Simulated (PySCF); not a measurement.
# Reading the logs of faulty runs: GeH3O

All numbers below are calculated, not measured. The program is PySCF 2.14.0, an open-source quantum chemistry code, run on an isolated molecule that a program drew, which may never have been made. The molecule is GeH3O (charge 0, doublet), drawn as the SMILES string `[OH][GeH2]`.

Each row is a Hartree-Fock (HF) and frozen-core CCSD(T) single point in the cc-pVDZ basis, meant for a local HF minimum. Run 1 is clean. Each other run has one planted mistake out of seven kinds, and not every kind appears here: one electron removed, one electron added, multiplicity raised by two, geometry at a saddle point, minimal basis STO-3G, one bond length entered in bohr, all coordinates scaled. The reference is restricted for singlets and unrestricted otherwise, and also for a bond in bohr. Adding or removing an electron swaps singlet and doublet. Electrons count all cores. HOMO and LUMO are orbital energies over both spins, the gradient is its largest component, and the lowest frequency (negative if imaginary) is given only where the gradient is small. Bond lengths are over the 4 bonds as drawn. T1 is the CCSD diagnostic: over 0.02 (restricted) or 0.045 (unrestricted) a single reference is doubtful. Germanium has the cc-pVDZ-PP basis, with a core potential (ECP10MDF) in place of its 10 inner electrons, and its 3s, 3p and 3d shells are frozen in CCSD(T).

Geometry of the clean run:
```xyz
5
GeH3O, angstrom
O    -0.3121    0.3112    1.6085
Ge    0.0280   -0.9141    0.3566
H     0.1404    0.1800    2.4293
H    -0.6718   -0.3888   -0.9019
H     1.5523   -1.0416    0.1503
```

```
run  electrons  basis functions  <S^2>  HOMO (eV)  LUMO (eV)  gradient (hartree/bohr)  lowest frequency (cm^-1)  mean bond (Å)  longest bond (Å)      T1  HF (hartree)  CCSD(T) (hartree)                          mistake
  1         43               52  0.755      -8.95       1.19                  7.0e-06                       243         1.4518             1.784  0.0171    -369.96542         -370.26907                         no fault
  2         43               52  0.755      -9.02       1.10                  1.4e-02                         -         1.4736             1.811  0.0178    -369.96452         -370.26998           all coordinates scaled
  3         43               52  3.761      -4.10      -0.77                  1.2e-01                         -         1.4518             1.784  0.0412    -369.73544         -370.00567       multiplicity raised by two
  4         43               52  1.188      -8.69       0.86                  2.9e-02                         -         1.8487             3.372  0.0702    -369.88177         -370.15379  one bond length entered in bohr
  5         44               52  0.000      -0.27       9.49                  8.7e-02                         -         1.4518             1.784  0.0115    -369.94667         -370.27184               one electron added
  6         42               52  0.000     -19.55      -7.52                  8.9e-02                         -         1.4518             1.784  0.0295    -369.66260         -369.97299                                ?
```

**Which mistake was planted in run 6, and what did it cost?**

It counts 42 electrons, one fewer than the clean run, at the same geometry and basis. So the mistake is: one electron removed. Subtracting run 1 and multiplying by 627.51 kcal/mol a hartree, the energy moved by 190.0 kcal/mol in HF and 185.8 kcal/mol in CCSD(T).

Cautions from the logs. Run 4: T1 is over the limit, so its CCSD(T) energy is less reliable; run 6: T1 is over the limit, so its CCSD(T) energy is less reliable.
